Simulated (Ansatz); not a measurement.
The same path of BH$_{6}$NOSi (10 atoms, charge 0, multiplicity 1) was run twice with different band settings.

The calculation used UKS BLYP/def2-SVP in Ansatz.

Relaxed end points:

```xyz
10
Properties=species:S:1:pos:R:3
N -1.410 1.626 -0.353
B -0.208 0.893 -0.305
O -0.217 -0.395 0.204
Si 0.960 -1.578 0.424
H -1.464 2.577 -0.716
H -2.302 1.247 -0.026
H 0.822 1.405 -0.713
H 0.990 -1.962 1.873
H 0.597 -2.783 -0.392
H 2.315 -1.080 0.007
```

```xyz
10
Properties=species:S:1:pos:R:3
N -1.412 1.623 -0.361
B -0.203 0.904 -0.274
O -0.225 -0.419 0.133
Si 0.957 -1.586 0.401
H -2.320 1.210 -0.135
H -1.455 2.597 -0.656
H 0.845 1.460 -0.560
H 1.004 -1.913 1.864
H 0.585 -2.822 -0.361
H 2.308 -1.105 -0.048
```

Common settings: movable images 7; climbing image yes; spring 5.0 eV/Å²; optimiser quadratic models (default); force threshold 0.05 eV/Å; iteration limit 60; end points relaxed.

| run | start path |
| --- | --- |
| 1 | through a guess of the saddle point |
| 2 | straight line |

Question: What does each run give, and how far can it be trusted?

Answer: Run 1: converged after 33 iterations, highest image 0.927 eV above the first end. Beside the main top the profile has a ripple of under 15 meV (maxima at images 3, 6), which may be a very shallow well or noise. A vibrational analysis at the climbing image gives one clearly imaginary mode, 519i cm⁻¹: a first-order saddle point.
Run 2: converged after 13 iterations, highest image 0.928 eV above the first end. Another band between the same ends (7 images) ends at a top of the same energy, where a vibrational analysis finds 1 clearly imaginary mode.
